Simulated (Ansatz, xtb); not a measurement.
# Two structures of GaGeH5N

We compare a, `[NH2][GeH][GaH2]`, a doublet, with b, a doublet given by its coordinates. Both are isolated molecules in the gas phase, relaxed with B3LYP-D3(BJ)/def2-SVP; the shapes shown needn't be the lowest conformers.

a (Å):

```xyz
8

Ga    2.6469   -1.4048    0.8607
Ge    0.3711   -0.8001    0.4374
N    -0.9740   -1.9915    0.7675
H    -0.9234   -2.6229    1.5609
H    -1.9306   -1.8013    0.4854
H    -0.1729    0.0438   -0.7445
H     3.7378   -0.3822    0.3873
H     2.8900   -2.5599    1.8968
```

b (Å):

```xyz
8

Ga    0.6248   -1.1809   -0.5773
Ge    1.3138   -2.9857    1.2777
N     0.0952   -1.2891    1.3624
H    -0.8925   -1.4936    1.5179
H     0.3874   -0.5468    1.9974
H     1.7604   -0.1356   -0.8085
H    -0.5500   -1.6541   -1.4894
H     2.4905   -2.1861    2.0052
```

Close contacts (Å): Ga1–Ge2 2.68, Ga1–N3 2.01, Ge2–N3 2.09, Ga1–H6 1.56, Ga1–H7 1.56, Ge2–H8 1.60, N3–H4 1.02, N3–H5 1.02.

**Question.** Estimate which is lower in electronic energy at CCSD(T)/def2-SVP + ΔMP2/def2-TZVPP, and by roughly how much.

**Answer.** The CCSD(T)/def2-SVP + ΔMP2/def2-TZVPP calculation puts structure b lower, by 0.151 eV.

How the difference moves with the method:

| level | geometry | E(b) − E(a) (eV) | departure from the last row (eV) | job, with rough time for the two |
| --- | --- | --- | --- | --- |
| B3LYP-D3(BJ)/def2-SVP | B3LYP-D3(BJ)/def2-SVP | −0.272 | −0.121 | optimisation, 2 min |
| HF/def2-SVP | B3LYP-D3(BJ)/def2-SVP | −0.181 | −0.030 | part of the CCSD(T) run |
| MP2/def2-SVP | B3LYP-D3(BJ)/def2-SVP | −0.249 | −0.098 | part of the CCSD(T) run |
| CCSD(T)/def2-SVP | B3LYP-D3(BJ)/def2-SVP | −0.287 | −0.136 | single point |
| CCSD(T)/def2-SVP + ΔMP2/def2-TZVPP | B3LYP-D3(BJ)/def2-SVP | −0.151 |  | single point, 72 s |

None of the levels shown reverses the order. The largest departure from CCSD(T)/def2-SVP + ΔMP2/def2-TZVPP is that of CCSD(T)/def2-SVP, 0.136 eV. Levels run at GFN2-xTB geometries aren't shown. The last row adds to CCSD(T) the change of the MP2 difference between the two basis sets, here +0.136 eV, a large step that makes the value less sure.

With harmonic frequencies from B3LYP-D3(BJ)/def2-SVP (ideal gas, rigid rotor, one conformer each, 298.15 K, 1 atm): the zero-point term adds +0.038 eV; ΔH is −0.137 and ΔG −0.085 eV.

Open shells are spin-unrestricted. The correlated steps freeze 19 core orbitals; the filled d shell of Ga and Ge is correlated, in a basis made for valence electrons. Run with Ansatz 0.2.0; the last row on 2 threads of Intel(R) Xeon(R) Platinum 8488C (Sapphire Rapids) on a shared host.
